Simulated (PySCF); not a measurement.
Compound: C₇H₁₁ClO.
Z-matrix (Å and degrees, GFN2-xTB geometry), rows numbered from 1:
```
C 
C   1  1.4887
C   2  1.3314  1  126.91
C   3  1.4680  2  123.02  1     2.00
O   4  1.1848  3  129.65  2  -120.98
Cl  4  1.7925  3  111.61  2    62.32
C   3  1.5166  2  122.78  1  -177.16
C   7  1.5294  3  110.43  2  -125.87
C   7  1.5286  3  110.81  2   111.00
H   1  1.0903  2  109.51  3  -114.63
H   1  1.0855  2  112.28  3     6.32
H   1  1.0895  2  109.70  3   127.62
H   2  1.0832  1  114.97  3  -178.07
H   7  1.0951  3  107.28  2    -7.50
H   8  1.0877  7  110.58  3    55.40
H   8  1.0875  7  110.09  3   175.41
H   8  1.0875  7  110.60  3   -64.92
H   9  1.0864  7  110.63  3    61.24
H   9  1.0874  7  109.78  3  -178.89
H   9  1.0873  7  110.57  3   -58.97
```

Computed at PBE0/pcSseg-1 (PySCF, non-relativistic), with Q(17O) = −0.0256 b, Q(35Cl) = −0.0817 b: O5, 17O (I = 5/2): χzz = 9.655 MHz, η = 0.473; Cl6, 35Cl (I = 3/2): χzz = -60.63 MHz, η = 0.331.

Where would the pure quadrupole (NQR) lines of 17O at O5 fall for the rigid, isolated species?

From the eigenvalues of H = χ/[4I(2I − 1)] × [3Iz² − I(I + 1) + η(Ix² − Iy²)], steps between neighbouring levels, labelled as for η = 0: ±1/2↔±3/2 1.765 MHz, ±3/2↔±5/2 2.784 MHz (carbonyl oxygen).

Where would the pure quadrupole (NQR) lines of 35Cl at Cl6 fall for the rigid, isolated species?

From ν = (|χ|/2)√(1 + η²/3): ν = 30.86 MHz (chlorine bonded to C). For 37Cl the ratio of quadrupole moments, 0.7881, gives 24.32 MHz.

In a crystal, neighbours and librations shift these lines. GFN2-xTB bond lengths can be off by several hundredths of an ångström, more for odd bonds, and the gradients follow them. With so small a basis the couplings can be 20 % off.

The run behind these numbers computed NMR shieldings as well. Time: 40 s wall. Hardware: one thread of an x86-64 server (shared host).

One conformer stands for the species.
